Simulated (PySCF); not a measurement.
**Radial density of Cr (chromium, neutral)**

BLYP, [Ar] 3d6, high-spin 5D determinant (an excited configuration). Calculation: PySCF 2.14, in x2c-QZVPPall (11s7p5d3f2g, 96 functions); scalar relativity by spin-free X2C-1e.

| r (bohr) | 4πr²ρ (e/bohr) | 4πr²(ρα − ρβ) |
| --- | --- | --- |
| 0.000841 | 0.1121 | 0.0000 |
| 0.00142 | 0.2914 | 0.0000 |
| 0.00238 | 0.7440 | 0.0000 |
| 0.00400 | 1.847 | -0.0001 |
| 0.00673 | 4.370 | -0.0003 |
| 0.0113 | 9.511 | -0.0006 |
| 0.0191 | 17.96 | -0.0012 |
| 0.0320 | 26.76 | -0.0017 |
| 0.0539 | 27.79 | -0.0018 |
| 0.0907 | 22.06 | 0.0014 |
| 0.153 | 27.69 | 0.0443 |
| 0.257 | 28.31 | 0.3373 |
| 0.432 | 11.44 | 1.3228 |
| 0.726 | 13.25 | 2.5455 |
| 1.22 | 7.926 | 2.1185 |
| 2.05 | 1.760 | 0.9354 |
| 3.45 | 0.4228 | 0.2008 |
| 5.81 | 0.08951 | -0.0043 |
| 9.77 | 0.0008541 | -0.0002 |

Densities and radii are taken from the X2C orbitals without a picture-change correction, which distorts them close to the nucleus.

(1) Where is the radial spin density 4πr²(ρα − ρβ) most negative, and why is it negative at all?

Results:

(1) Around r = 5.81 bohr, down to -0.0043 e/bohr: exchange with the open shell polarises the paired shells in an unrestricted calculation.
